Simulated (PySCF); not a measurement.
C3H12Si3 (SMILES C1[SiH2]C[SiH2]C[SiH2]1), singlet, geometry from GFN2-xTB. Base run: DF-B3LYP/STO-3G (PySCF).

The PySCF input:
```python
from pyscf import gto, scf, dft

mol = gto.M(
    atom='''
C    -0.713552    1.302093   -1.060189
Si    1.082099    1.433380   -0.454087
C     1.782380   -0.317695   -0.225378
Si    0.742199   -1.436770    0.903629
C    -1.042503   -1.475596    0.253788
Si   -1.836815    0.236935    0.041029
H    -0.717104    0.892633   -2.070583
H    -1.137088    2.301729   -1.141498
H     1.891354    2.171990   -1.440481
H     1.129665    2.163567    0.820487
H     1.877677   -0.791304   -1.202710
H     2.793211   -0.248921    0.173064
H     1.302497   -2.800373    0.911680
H     0.764337   -0.921297    2.279773
H    -1.655081   -2.072248    0.927599
H    -1.059082   -1.995063   -0.704567
H    -2.007613    0.877617    1.352643
H    -3.165492    0.099222   -0.582722
''',
    basis='sto-3g',
    charge=0,
    spin=0,
    verbose=4,
    max_memory=1800,
)

mf = dft.RKS(mol)
mf.xc = 'b3lyp'
mf = mf.density_fit(auxbasis='def2-universal-jkfit')
mf.kernel()
```

All variants below ran on the same shared machine, one core each. Differences are taken from the largest basis of the Pople family in the series, which isn't the basis-set limit (6-311+G(2d,p): -990.190858 Eh). The cheapest run took around 14 core-seconds (rough).

```json
[
 {"setting": "STO-3G", "basis functions": "54", "cost, times the cheapest (rough)": "1", "difference in total energy (mEh)": "11539.23"},
 {"setting": "6-31G", "basis functions": "90", "cost, times the cheapest (rough)": "1", "difference in total energy (mEh)": "257.69"},
 {"setting": "6-31G*", "basis functions": "120", "cost, times the cheapest (rough)": "2", "difference in total energy (mEh)": "134.91"},
 {"setting": "6-31G**", "basis functions": "156", "cost, times the cheapest (rough)": "2", "difference in total energy (mEh)": "117.77"},
 {"setting": "6-311G**", "basis functions": "204", "cost, times the cheapest (rough)": "3", "difference in total energy (mEh)": "11.52"},
 {"setting": "6-311+G(2d,p)", "basis functions": "258", "cost, times the cheapest (rough)": "3", "difference in total energy (mEh)": "reference"}
]
```

Times come from a shared machine, hold the start-up and are rough. Total energies converge more slowly with the basis than energy differences do.
